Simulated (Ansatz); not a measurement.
Relaxation of ClFGeH₄O (8 atoms, charge 0, multiplicity 1), to a largest force component of 0.03 eV/Å in at most 50 steps.

Computed with Ansatz 0.2.0, RKS PBE/def2-SVP.

```xyz
8
Properties=species:S:1:pos:R:3
Ge 0.410 0.241 -0.227
H -0.669 0.365 2.304
Cl 1.414 0.136 -2.150
O -1.105 1.143 -0.409
H -1.357 1.206 -1.350
H 0.273 -1.178 0.345
F 1.404 1.179 0.809
H -0.036 0.709 2.302
```

Where does it end, and by what steps?

The forces met the threshold. The force dipped under the threshold on the way, but the program's further checks kept it going. After 24 steps the energy has fallen by 0.228 eV; H2 moved furthest, 1.55 Å.

```
step  energy less start (eV)  largest force component (eV/Å)  accepted
   0                  0.0000                           1.756       yes
   1                 -0.1198                           0.357       yes
   2                 -0.1512                           0.426       yes
   3                 -0.1649                           0.491       yes
   4                 -0.1718                           0.755       yes
   5                 -0.1408                           0.656        no
   6                 -0.1982                           0.238       yes
   7                 -0.2031                           0.113       yes
   8                 -0.2004                           0.725        no
   9                 -0.2063                           0.343       yes
  10                 -0.2125                           0.154       yes
  11                 -0.2043                           0.858        no
  12                 -0.2156                           0.059       yes
  13                 -0.2171                           0.123       yes
  14                 -0.2180                           0.217       yes
  15                 -0.2205                           0.150       yes
  16                 -0.2233                           0.046       yes
  17                 -0.2241                           0.242       yes
  18                 -0.2259                           0.078       yes
  19                 -0.2267                           0.026       yes
  20                 -0.2274                           0.131       yes
  21                 -0.2279                           0.078       yes
  22                 -0.2281                           0.020       yes
  23                 -0.2283                           0.012       yes
  24                 -0.2284                           0.013       yes
```

```xyz
8
Properties=species:S:1:pos:R:3
Ge 0.246 0.079 -0.644
H -0.168 0.631 3.751
Cl 1.889 0.291 -2.032
O -1.258 0.717 -1.327
H -1.139 1.614 -1.695
H 0.007 -1.370 -0.200
F 0.696 1.064 0.740
H 0.062 0.774 3.031
```

Whether the end is a true minimum wasn't checked by a vibrational analysis.

Run time: 37 s on 2 threads of Arm Neoverse V2, on a shared host, peak memory 0.15 GiB.
